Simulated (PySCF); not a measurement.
BrGeH, neutral, multiplicity 1. Atoms are numbered in the order given.

```xyz
3

Ge     0.0508    -1.2017     0.0000
H     -1.5425    -1.3287     0.0000
Br    -0.0024     1.1366     0.0000
```
Charge 0, spin multiplicity 1.

Geometry optimised at PBE0-D3(BJ)/def2-TZVP.

The numbers are results of PySCF with TDDFT-CAM-B3LYP/def2-TZVPD, not measurements.

Vertical excitations.  State labels are in the subgroup Cs.

```csv
state,symmetry,energy (eV),λ (nm),f,main pairs
S1,A",2.62,474,0.008,HOMO→LUMO 99 %
S2,A",4.41,281,0.006,HOMO−1→LUMO 99 %
S3,A',4.90,253,0.010,"HOMO−2→LUMO 81 %, HOMO→LUMO+1 16 %"
S4,A",5.23,237,0.001,HOMO−3→LUMO 98 %
S5,A',5.32,233,0.112,"HOMO→LUMO+1 78 %, HOMO−2→LUMO 14 %"
S6,A',6.39,194,0.082,HOMO→LUMO+2 93 %
S7,A",6.87,181,0.010,HOMO−2→LUMO+1 95 %
S8,A',7.08,175,0.147,HOMO−1→LUMO+1 79 %
S9,A',7.53,165,0.109,"HOMO→LUMO+3 63 %, HOMO→LUMO+6 25 %"
S10,A",7.63,163,0.005,HOMO→LUMO+4 98 %
T1,A",1.73,715,0,HOMO→LUMO 94 %
T2,A",4.04,307,0,HOMO−1→LUMO 93 %
T3,A',4.10,303,0,HOMO−2→LUMO 98 %
T4,A',4.47,278,0,HOMO→LUMO+1 89 %
```
Triplets are in the Tamm–Dancoff approximation, which puts them higher than full response would, so one can lie above its singlet here.
